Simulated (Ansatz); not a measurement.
Consider the formal exchange of groups at the Si–O bond: `O[SiH2]C[TeH]` + SiH₄ → `[SiH3][SiH2]C[TeH]` + H₂O.

Computed with Ansatz on PBE0-D4/def2-TZVP structures; ΔE is electronic, products minus reactants. CCSD(T)/CBS adds triple-zeta CCSD(T) − MP2 to the extrapolated MP2 energy (def2 sets, frozen cores). This one scheme is used for every species. Functionals use def2-TZVPP. Elements past krypton have def2 core potentials. For Te outer-core shells are correlated without core-valence functions, which leaves a few kJ/mol of doubt a bond. Each species was taken in one conformer, which may not be the lowest.

```csv
level,ΔE (kcal/mol)
PBE-D4,18.2
B2PLYP,25.2
```

Problem. What does CCSD(T)/CBS give? (Estimate.)

Solution. Ansatz gave: +22.2 kcal/mol. The listed levels differ from it by -4.0, 3.0 kcal/mol.

Largest T1 diagnostic among the species: 0.012.

From PBE to PBE0 (25 % exact exchange), in def2-TZVPP and without D4, ΔE moves by +1.0 kcal/mol. In def2-TZVPP, CCSD(T) changes the Hartree–Fock value by −6.6 kcal/mol (the triples alone add −0.8 kcal/mol) and MP2 by −5.4 kcal/mol.
